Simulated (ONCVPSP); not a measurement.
**Sn (Z = 50): excitation energies, all-electron against ONCV**

ONCVPSP 4.0.1 input, shortened (lines: element, Z, core and valence counts, functional; n l f; lmax; l rc ep ncon nbas qcut; lloc lpopt rc5 dvloc0; l nproj debl; icmod fcfact rcfact), PBE, fully relativistic:

```
  Sn 50.00    6    5        4      upf
    1    0    2.00
    2    0    2.00
    2    1    6.00
    3    0    2.00
    3    1    6.00
    3    2   10.00
    4    0    2.00
    4    1    6.00
    4    2   10.00
    5    0    2.00
    5    1    2.00
    2
    0    1.55    0.00    4    7    9.00
    1    1.15    0.00    5    9   14.10
    2    1.35    0.00    5    9   12.90
    4    5    1.05   -1.00
    0    2    0.80
    1    3    0.50
    2    2    3.80
    3    1.75    1.10
```

Open shells are filled in proportion to 2j + 1.

Energies are relative to the spin-unpolarised reference configuration 4s2 4p6 4d10 5s2 5p2; without spin polarisation the order of configurations can differ from experiment.

```csv
valence configuration,charge,ΔE all-electron (eV),error AE − PS (meV)
4s2 4p6 4d10 5s2 5p1,+1,6.888,+0.5
4s2 4p6 4d10 5s2 5p0,+2,20.859,+1.4
4s2 4p6 4d10 5s1 5p0,+3,51.830,+0.2
4s2 4p6 4d10 5s0 5p4,0,14.147,-6.6
```

Levels in the configuration 4s2 4p6 4d10 5s2 5p0:

```
   level  all-electron (eV)  pseudo (eV)
4s j=1/2           -151.288     -151.279
4p j=3/2           -104.766     -104.763
4p j=1/2           -112.336     -112.330
4d j=5/2            -42.776      -42.775
4d j=3/2            -43.825      -43.823
5s j=1/2            -26.086      -26.085
```
